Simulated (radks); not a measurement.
Question: Successive ionisation energies (eV) of one element, from differences of total energies of ions in their ground configurations, starting at charge 66: 7926.4, 8240.5, 8374.8, 18078.7, 18440.0, 18802.8, 19166.6, 21554, 21972, 22580, 22903, 91987, 93278. Method: Dirac Kohn-Sham, exchange-only PBE, spin-unpolarised, spherical densities, finite nucleus; open shells fill j = l - 1/2 first; Fermi nuclear charge, rms radius 5.4371 fm; computed with a radial shooting solver on a logarithmic mesh with Libxc functionals. Which element is it?

Answer: Gold (Z = 79). The first species listed is Au66+ in [Ne] 3s2 3p1, the last Au78+ in 1s1.
